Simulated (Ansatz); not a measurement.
Competing steps

Reactants: SiNH₄Cl ([NH2][SiH2][Cl]) + HBr (brackets give SMILES or just the links). Saddle points were found for several chosen steps; others may exist. Gas-phase electronic energies, without zero-point energy, by CCSD(T) at an estimated basis limit (MP2 extrapolated from triple and quadruple zeta, plus CCSD(T) − MP2 in triple zeta); Ansatz 0.2.0, def2-TZVPP and QZVPP, frozen cores, on PBE0-D4/def2-TZVP structures. Extrapolation: Hartree–Fock as exp(−7.88 √X), correlation as X^−2.97. No counterpoise correction.

Q: Rank the steps by the energy of their saddle points, lowest first, and give each saddle's height above the lowest. (Judge from chemistry; the value comes from the calculation.)
A. four-centre ligand exchange, to SiH₂BrCl ([Cl][SiH2][Br]) + NH₃, still joined by a dative N–Si bond (breaks or loosens Br–H, N–Si; forms Br–Si, H–N)
B. four-centre ligand exchange, to SiNH₄Br ([NH2][SiH2][Br]) + HCl (breaks or loosens Br–H, Cl–Si; forms Br–Si, Cl–H)

A: The calculation gives: A (0.00 kcal/mol), B (29.90 kcal/mol). Heights count from the lowest.

The lowest of these saddles lies at 0.01 kcal/mol relative to the separated reactants.

Q: Does the lowest of these saddles lead to the lowest end structure (the products still in contact)? (Judge from chemistry; the calculation decides.)

A: By the calculation: Yes. Relative to the separated reactants, the ends lie at -7.89 (SiH₂BrCl ([Cl][SiH2][Br]) + NH₃); -3.71 (SiNH₄Br ([NH2][SiH2][Br]) + HCl) kcal/mol.

No T1 diagnostic of these runs exceeds 0.010. The filled d shells of Br are correlated in sets not built for that, so values that involve them are less sure.

For scale, one of the runs: CCSD(T)/def2-TZVPP, 233 basis functions, launched by `ansatz run in.yaml --threads 8 --pin off --events-out ev --progress --plain --max-ram 19148MiB`. Time: 76 s of wall clock on 8 CPU threads of an Arm Neoverse V2; the host was shared. Peak host memory: 4 GiB.
